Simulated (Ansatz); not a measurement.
Ligand exchange: C2H5ClZn + GaH2(NH2) → C2H7NZn + GaH2Cl

Species: C2H5ClZn `C[CH2][Zn][Cl]`, singlet; GaH2(NH2), singlet; C2H7NZn `C[CH2][Zn][NH2]`, singlet; GaH2Cl `[Cl][GaH2]`, singlet. The partners trade Cl for NH2: Zn–Cl and Ga–NH2 bonds give way to Zn–NH2 and Ga–Cl.

Shapes, held fixed at every level: PBE0-D4/def2-TZVP. Programs: Ansatz 0.2.0. The zero-point and thermal change to 298 K, harmonic and unscaled (PBE0-D4/def2-TZVP), is -2.3 kJ/mol.

```json
{"level": "HF/def2-SVP", "kind": "Hartree–Fock", "ΔH(298 K) (kJ/mol)": "+64.6", "CPU time (sum over the molecules)": "–"}
{"level": "HF/def2-TZVPP", "kind": "Hartree–Fock", "ΔH(298 K) (kJ/mol)": "+62.3", "CPU time (sum over the molecules)": "–"}
{"level": "SPW92/def2-TZVPP", "kind": "LDA", "ΔH(298 K) (kJ/mol)": "+49.4", "CPU time (sum over the molecules)": "12 s"}
{"level": "PBE-D4/def2-TZVPP", "kind": "GGA", "ΔH(298 K) (kJ/mol)": "+47.1", "CPU time (sum over the molecules)": "23 s"}
{"level": "r2SCAN-D4/def2-TZVPP", "kind": "meta-GGA", "ΔH(298 K) (kJ/mol)": "+50.7", "CPU time (sum over the molecules)": "47 s"}
{"level": "BHLYP-D4/def2-TZVPP", "kind": "global hybrid", "ΔH(298 K) (kJ/mol)": "+55.4", "CPU time (sum over the molecules)": "29 s"}
{"level": "PBE0-D4/def2-TZVPP", "kind": "global hybrid", "ΔH(298 K) (kJ/mol)": "+51.0", "CPU time (sum over the molecules)": "28 s"}
{"level": "wB97M-V/def2-TZVPP", "kind": "range-separated hybrid", "ΔH(298 K) (kJ/mol)": "+50.7", "CPU time (sum over the molecules)": "1.7 min"}
```

wB97M-V/def2-TZVPP gives ΔH(298 K) = +50.7 kJ/mol; the levels span +47.1 to +64.6. The median of the levels is +50.9. No measured value is set beside it here. Relativity is left out for Ga, Zn. Times are processor times on shared x86 and Arm servers, and rough.
